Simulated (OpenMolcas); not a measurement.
Os5+ among 6 point charges of -1.7 e arranged as a trigonal prism (D3h), with a polar angle of 43.2° against the regular 49.1°.

```yaml
Program: OpenMolcas
Method: "SS-CASPT2, IPEA 0.25 Eh, imaginary shift 0.1 Eh (closed shells correlated: 4f 5s 5p)"
Basis: ANO-RCC-VDZP [7s6p4d2f1g]
Scalar_Hamiltonian: DKH2, point nucleus
Active_space: 3 electrons in 5 orbitals (5d)
State_averaging: 2S+1 = 4 even, 10 roots; 2S+1 = 2 even, 40 roots
Spin-orbit_coupling: RASSI with atomic mean-field integrals over the reference wave functions
```

All point charges move together. At R = 2.25 Å the first state of the same spin is 3240 cm-1, and at R = 2.35 Å it is 2600 cm-1.

Problem. A third run gives 4590 cm-1. What distance was it run at?

Solution. With a power law R^-n the two known points give n = -ln(2600 / 3240) / ln(2.35 / 2.25) = 5.06. Then R = 2.25 × (3240 / 4590)^(1/5.06) = 2.100 Å. The run was at 2.1 Å, so the estimate is off by 0 Å.

Roots that are degenerate in the reference are averaged as groups; the widest CASPT2 spread within a group is 130 cm-1 (the 2-fold group of multiplicity 4 near 13800 cm-1 above the lowest state of its run, R = 2.1). Shifts and gaps below about the spread of the groups concerned are not significant. Free-ion shares, where given, are those of the reference states; single-state CASPT2 does not remix them. Spin-orbit coupling mixes the spin-free states strongly: the lowest level takes only 42 % from its leading state, 4A2 (figures for R = 2.1; the like holds for R = 2.25, R = 2.35). This is an electrostatic model: the charges have no orbitals. No measured value stands beside these numbers.
